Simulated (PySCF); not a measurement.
Deuteron quadrupole couplings in `C/C=C\P=P/C[SiH3]`

Compound: C4H10P2Si.
Cartesian coordinates in Å at the GFN2-xTB level; atoms count from 1:
```xyz
17
C4H10P2Si angstrom
C     -1.848   -0.380    0.586
C     -1.755   -0.024   -0.856
C     -1.353    1.150   -1.328
P     -0.906    2.623   -0.354
P      1.063    2.417    0.138
C      1.634    0.745   -0.431
Si     2.104   -0.326    1.079
H     -1.575    0.470    1.210
H     -1.184   -1.215    0.814
H     -2.865   -0.687    0.832
H     -2.046   -0.806   -1.550
H     -1.347    1.329   -2.399
H      0.880    0.252   -1.045
H      2.524    0.903   -1.042
H      1.043   -0.272    2.086
H      3.351    0.183    1.648
H      2.271   -1.702    0.603
```

Level: PBE0/pcSseg-1 (PySCF, non-relativistic); Q(2H) = 0.00286 b; rigid geometry, the same for H and D, with no vibrational averaging.

Problem. Rank these positions by the coupling χzz of a deuteron there, largest first.
A. H16 (Si–H hydrogen)
B. H9 (methyl hydrogen)
C. H11 (vinylic hydrogen)

Solution. C (215 kHz), B (208 kHz), A (110 kHz).

Problem. Give the electric field gradient Vzz (the principal value of largest size), its asymmetry and the 2H coupling at each hydrogen.

Solution. 
| atom | bonded to | bond length (Å) | Vzz (au) | η | χzz (kHz) |
| --- | --- | --- | --- | --- | --- |
| H8 | C1 | 1.090 | 0.3040 | 0.04 | 204 |
| H9 | C1 | 1.091 | 0.3096 | 0.02 | 208 |
| H10 | C1 | 1.090 | 0.3113 | 0.02 | 209 |
| H11 | C2 | 1.085 | 0.3192 | 0.05 | 215 |
| H12 | C3 | 1.085 | 0.3223 | 0.07 | 217 |
| H13 | C6 | 1.090 | 0.3074 | 0.01 | 207 |
| H14 | C6 | 1.091 | 0.3155 | 0.02 | 212 |
| H15 | Si7 | 1.464 | 0.1615 | 0.02 | 109 |
| H16 | Si7 | 1.462 | 0.1635 | 0.02 | 110 |
| H17 | Si7 | 1.465 | 0.1616 | 0.01 | 109 |

Problem. Average by the element that carries the hydrogen.

Solution. on C: 210 kHz over 7 positions, mean bond length 1.089 Å; on Si: 109 kHz over 3 positions, mean bond length 1.464 Å.

Geometry: GFN2-xTB, one conformer, isolated molecule. GFN2-xTB bond lengths can be off by several hundredths of an ångström, more for odd bonds, and the gradients follow them. These gradients aren't converged with respect to the basis.
